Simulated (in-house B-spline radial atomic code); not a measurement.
**Binding energies in Ga**

NIST's tabulated ground configuration is [Ar] 3d10 4s2 4p1; each binding energy is the energy of the ion with one electron taken from that subshell, relaxed, less that of the parent. Level of theory: Dirac-Hartree-Fock, average of configuration, Fermi nucleus of rms radius 3.9973 fm; calculated with a radial B-spline atomic code at the basis-set limit. Energies include first-order Breit, QED and recoil terms.

```
subshell  X-ray name  binding energy (eV)  -ε (eV)  relaxation (eV)
      1s           K              10375.8  10446.8             50.8
      2s          L1               1313.6   1341.6             26.3
      3s          M1                  171    179.1              7.9
   3d3/2          M4                25.25    32.02             6.78
   3d5/2          M5                24.82    31.49             6.70
      4s          N1                11.16    11.82             0.65
      4p        N2,3                 5.44     5.64             0.19
```

Relaxation = -ε minus the binding energy without Breit, QED and recoil terms.

Q: What does it cost to remove both a 3d5/2 and a 3d3/2 electron?

A: 70.198 eV, which is 20.13 eV more than the two single binding energies together.

Q: What does it cost to remove both a 2s and a 3d3/2 electron?

A: 1362.2 eV, which is 23.32 eV more than the two single binding energies together.

Q: What does it cost to remove both a 3d5/2 and a 4p electron?

A: 39.733 eV, which is 9.47 eV more than the two single binding energies together.
